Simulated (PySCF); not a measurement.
Breaking a bond: H3BO, SMILES BO, singlet. The B1–O4 bond (B1 also carries H, H; O4 carries H) is stretched with both fragments frozen at the PBE0/def2-TZVP optimised geometry.

UKS-PBE = unrestricted PBE/cc-pVDZ run with PySCF; RCCSD(T) = CCSD(T) on RHF/cc-pVDZ, 2 core orbitals frozen (PySCF); NEVPT2 = SC-NEVPT2 on CASSCF(2,2)/cc-pVDZ, all electrons correlated (PySCF 2.14.0).

Energies are in kcal/mol, each relative to the lowest point of its own curve near equilibrium.

```tsv
R / Å	UKS-PBE	RCCSD(T)	NEVPT2
1.09	64.1	66.2	65.3
1.13	42.4	43.8	43.1
1.22	12.8	13.3	12.9
1.26	6.0	6.3	6.0
1.32	0.8	0.9	0.8
1.35	0.0	0.0	0.0
1.39	0.3	0.3	…
1.43	2.0	2.0	…
1.47	4.6	4.8	5.2
1.56	13.3	13.8	14.5
1.68	28.0	29.3	—
1.82	46.7	49.0	—
2.04	74.9	78.8	—
2.20	93.2	97.6	—
2.45	117.0	120.5	—
2.70	134.9	134.7	—
2.93	144.9	140.5	—
3.26	152.8	140.1	—
3.67	…	…	—
4.07	…	124.2	—
4.71	…	114.6	—
```

Q: Fill in the missing entries.

A: 
- 1.39, NEVPT2: 0.5
- 1.43, NEVPT2: 2.3
- 3.67, UKS-PBE: 157.5
- 3.67, RCCSD(T): 132.6
- 4.07, UKS-PBE: 159.8
- 4.71, UKS-PBE: 161.3

Dashes: no converged value, or the column stops at the first point that the program doubted or that broke a chosen test of continuity, which isn't proof of a fault.

The unrestricted determinant behind UKS-PBE is spin-contaminated at 2.70 to 4.71 Å (<S²> up to 0.9, against 0.00 for a pure singlet). The T1 diagnostic of CCSD on the restricted reference of RCCSD(T) exceeds 0.045 at 2.70 to 4.71 Å.
